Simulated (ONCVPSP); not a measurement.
## Which change was made? (Ir, ONCV)

Ir (Z = 77), optimised norm-conserving Vanderbilt (ONCV), made with ONCVPSP 4.0.1 (PBE, fully relativistic). Core [Kr] 4d10, reference 4f14 5s2 5p6 5d7 6s2. Waves: 5s+6s: rc 1.35 bohr, ncon 3, nbas 7, qcut 7.2 1/bohr, 2 projectors; 5p: rc 1.65 bohr, ncon 3, nbas 7, qcut 7.9 1/bohr, 2 projectors, debl 1.1 Ha; 5d: rc 1.65 bohr, ncon 3, nbas 7, qcut 6.9 1/bohr, 2 projectors, debl 2 Ha; 4f: rc 0.95 bohr, ncon 4, nbas 9, qcut 15.1 1/bohr, 2 projectors, debl 3.8 Ha. Local part: polynomial inside 0.85 bohr (lpopt 5, dvloc0 0 Ha). Core correction: none.

Open shells are filled in proportion to 2j + 1.

In the p channel the program set the typed energies aside and used -1.873, 0.250 Ha (j = l + 1/2; the other j can differ).

Cutoffs, loose and tight: the cutoffs (Ha) at which the residual kinetic energy of the hardest occupied pseudo-wave falls to 1 and 0.1 mHa per electron. They do not see the model core or the augmentation charge, which bear on the density cutoff. Test errors are all-electron minus pseudo excitation energies from the reference, over the configurations 4f14 5s2 5p6 5d7 6s1; 4f14 5s2 5p6 5d7 6s0; 4f14 5s2 5p6 5d6 6s0; 4f14 5s2 5p6 5d8 6s1; variants that change the core or the reference have their own tests.

The base gives: outcome: generated, projector energies reset by the program; cutoff, loose: 266 Ha; cutoff, tight: 400 Ha; bound ghosts: s; GHOST(+) flags above zero: p3/2, p1/2; largest test error (meV): -5.0.

After one change the result is: outcome: failed: ERROR pspot: first pseudo wave function has node, program will stop. Which change was it?
A. d: rc 2.2
B. scalar-relativistic
C. core [Xe] 4f14, valence charge 9; reference 5d7 6s1 6p1; waves now 6s: rc 2.00 bohr, ncon 3, nbas 8, qcut 3.3 1/bohr, 2 projectors, debl 1.2 Ha; 6p: rc 2.90 bohr, ncon 4, nbas 8, qcut 2.5 1/bohr, 1 projector; 5d: rc 2.00 bohr, ncon 4, nbas 8, qcut 8.5 1/bohr, 2 projectors, debl 1.7 Ha; local potential polynomial inside 1.70 bohr (lpopt 5, dvloc0 3 Ha)

C. The others give: scalar-relativistic → outcome: generated, projector energies reset by the program; cutoff, loose: 264 Ha; cutoff, tight: 400 Ha; bound ghosts: s; GHOST(+) flags above zero: p; largest test error (meV): -17 | d: rc 2.2 → outcome: generated, projector energies reset by the program; cutoff, loose: 266 Ha; cutoff, tight: 400 Ha; bound ghosts: s, d5/2; GHOST(+) flags above zero: p3/2, p1/2, d3/2; largest test error (meV): -4.2.
